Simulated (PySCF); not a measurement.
# What settings do to a single point of Gd(OH)3(NH3)

The sound run of Gd(OH)3(NH3) (singlet in the valence; each metal's 4f electrons, 7 of them, lie in its core potential, out of spins and levels) uses PySCF 2.14.0, RKS TPSS, Gd lcecp-1-SVP with ECP53, O def2-SVP, H def2-SVP, N def2-SVP; non-relativistic Hamiltonian with scalar-relativistic core potentials where named; density fitting; no spin-orbit coupling, grid (50, 194), threshold 1e-8 Eh and 55 cycles, at the relaxed geometry:

```xyz
11

Gd    0.1640   -0.2089    0.2570
O     1.2104    1.3304    1.2274
H     1.7319    1.9671    1.7319
O    -1.4349   -1.1257    1.2643
H    -2.0943   -1.6002    1.7866
O     1.1426   -1.2767   -1.2626
H     1.6561   -1.8045   -1.8869
N    -1.2605    1.2827   -1.2620
H    -1.8726    1.9086   -0.7234
H    -0.6942    1.8836   -1.8742
H    -1.8738    0.7336   -1.8775
```

There Gd1 has a Mulliken charge of 0.82 e and the dipole about the centre of mass is 4.17 D. Each run below changes one thing and starts from free metal ions and neutral atoms unless it says otherwise; with 55 cycles, smearing, a level shift and second-order steps follow where DIIS fails, and their cycles count. Energy shifts count from the sound run. On f atoms grids over 110 angular points are at least (60, 302).

```
        change        outcome  cycles  energy shift (eV)  largest force component (eV/Å)  charge on Gd1 (e)  dipole about the centre of mass (D)
grid (99, 590)      converged      10             0.0010                            0.01               0.82                                 4.16
 cycle limit 8  not converged       8                  –                               –                  –                                    –
```

Q: One further run converged with energy shift (eV) 1.27, largest force component (eV/Å) 2.60, charge on Gd1 (e) 0.69, dipole about the centre of mass (D) 3.90. Which change was it?
A. threshold 1e-06
B. start from the bare core Hamiltonian, limit 97 cycles
C. all coordinates × 0.94

A: C.

Q: And the other changes listed?

A: 
| change | outcome | cycles | energy shift (eV) | largest force component (eV/Å) | charge on Gd1 (e) | dipole about the centre of mass (D) |
| --- | --- | --- | --- | --- | --- | --- |
| start from the bare core Hamiltonian, limit 97 cycles | converged | 14 | 0.0000 | 0.02 | 0.82 | 4.17 |
| threshold 1e-06 | converged | 8 | 0.0000 | 0.02 | 0.82 | 4.17 |

Forces carry noise of the integration grid, about 0.01 to 0.03 eV/Å.

No frequency check is given that shows the relaxed geometry to be a minimum. An lcecp potential fixes the number of 4f electrons, so in runs with it no electron can move into or out of that shell.
